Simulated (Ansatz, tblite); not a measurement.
Forces on [MnNF4]2- (MnNF4²⁻) at its PBE0-D4/def2-SVPD geometry. Total charge -2; singlet.

The xTB rows come from tblite. A multiply charged anion in the gas phase is held together partly by the finite basis. Removing one electron lowers the energy by 2.01 eV at PBE0-D4/def2-TZVPD, so it isn't bound. At PBE-D4/def2-TZVPD the highest occupied level of the charge -2 singlet lies above zero (up to 6.04 eV). By energy differences it is unbound by 2.63 eV (vertical, to the charge -1 doublet, at PBE-D4/def2-TZVPD) and held by the finite basis. The order of the spin states hangs on the level: the triplet lies 0.62 eV below the singlet at PBE0-D4/def2-TZVPD, but 0.31 eV above it at PBE-D4/def2-TZVPD. The singlet is doubtful at PBE0-D4/def2-TZVPD (restricted singlet, unstable towards broken spin symmetry). The triplet is doubtful at PBE0-D4/def2-TZVPD (⟨S²⟩ 3.47, where a pure state has 2.00). The triplet is doubtful at PBE-D4/def2-TZVPD (⟨S²⟩ 2.80, where a pure state has 2.00).

GFN1-xTB (tblite), largest force 10.77 eV/Å:

```xyz
6
positions Å, forces eV/Å
Mn   -0.016   -0.076    0.066    1.674    8.035   -6.975
N    -0.245   -1.178    1.023   -1.610   -7.728    6.708
F     1.844   -0.077   -0.294   -0.136   -0.050    0.068
F     0.335    1.462    1.115   -0.034   -0.154   -0.027
F    -1.713    0.703   -0.250    0.104   -0.103    0.065
F    -0.204   -0.834   -1.660    0.002    0.000    0.160
```

GFN2-xTB (tblite), largest force 4.92 eV/Å:

```
Mn 0.732 3.513 -3.049
N -0.765 -3.670 3.186
F -0.049 0.052 -0.033
F 0.000 0.003 -0.078
F 0.065 0.027 -0.035
F 0.017 0.076 0.010
```

PBE-D4/def2-TZVPD (Ansatz), largest force 2.74 eV/Å:

```
Mn 0.328 1.573 -1.366
N -0.426 -2.044 1.774
F 0.305 0.056 -0.106
F 0.067 0.299 0.117
F -0.256 0.179 -0.099
F -0.018 -0.064 -0.321
```
